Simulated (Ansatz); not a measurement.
Saddle point of BH$_{2}$BrCl$_{2}$, closed shell (BHCl₂ ([Cl][BH][Cl]) + HBr → BBrCl₂ ([Cl][B]([Cl])[Br]) + H₂; bonds formed: B1–Br6, H2–H5; bonds broken: B1–H2, H5–Br6), PBE0-D4/def2-TZVP structure:

B1  (-0.161, -0.199, -0.303)
H2  (0.295, 0.968, -0.589)
Cl3  (0.831, -1.435, -1.057)
Cl4  (-1.913, -0.203, -0.406)
H5  (0.495, 0.863, 0.452)
Br6  (0.454, 0.006, 1.903)
(Å)

Energies are electronic, without zero-point energy. Barriers and step energies count from the start structure reached by relaxing down the imaginary mode; all methods use the PBE0-D4 structures, on which another method's saddle can fall below an end. Computed with Ansatz 0.2.0 (basis: def2-TZVPP, with def2-QZVPP for the basis limit); correlated methods freeze the cores. Filled d shells of the heavier atoms are correlated. The def2 sets are not built for correlating such inner shells, so the correlated values are less sure here. B3LYP uses VWN-RPA correlation. Extrapolation: Hartree–Fock as exp(−7.88 √X), correlation as X^−2.97.

```csv
method,barrier (kcal/mol),step energy (kcal/mol)
SPW92,7.90,-10.62
PBE-D4,15.88,-10.99
BLYP-D4,22.16,-9.79
r2SCAN-D4,18.99,-10.81
B97M-V,23.67,-9.53
PBE0-D4,?,-9.82
B3LYP-D4,24.68,-8.80
r2SCAN0-D4,21.54,-9.85
BHLYP-D4,29.44,-7.52
CAM-B3LYP-D4,26.69,-7.51
wB97X-V,26.10,-8.65
wB97M-V,25.16,-9.10
B2PLYP,26.18,-8.90
PBE-QIDH,?,-9.99
RPA on PBE,?,-8.57
HF,44.00,-3.89
MP2,23.51,-11.71
CCSD,29.86,-7.63
CCSD(T),26.83,-8.95
```

Q: Fill in the withheld barriers. (An estimate is asked for; the value comes from the calculation.)

A: The calculation gives: RPA on PBE 27.87; PBE-QIDH 22.72; PBE0-D4 19.58 kcal/mol. Each is the energy of the saddle less that of the start structure, by the same method.

For comparison, the barrier by CCSD(T) at an estimated basis limit (MP2 extrapolated from triple and quadruple zeta, plus CCSD(T) − MP2 in triple zeta) is 25.47 kcal/mol.

T1 diagnostic: at most 0.011. The start structure is not quite a true minimum (one mode of 51i cm⁻¹).

Labels in which every atom is bracketed show which atoms are joined, not bond orders.

For scale, one of the runs: CCSD(T)/def2-TZVPP, 191 basis functions, launched by `ansatz run in.yaml --threads 4 --pin off --events-out ev --progress --plain --max-ram 9574MiB`. The run took 20 s on 4 CPU threads of an Arm Neoverse V1 (shared host), with 1.4 GiB of host memory at its peak.
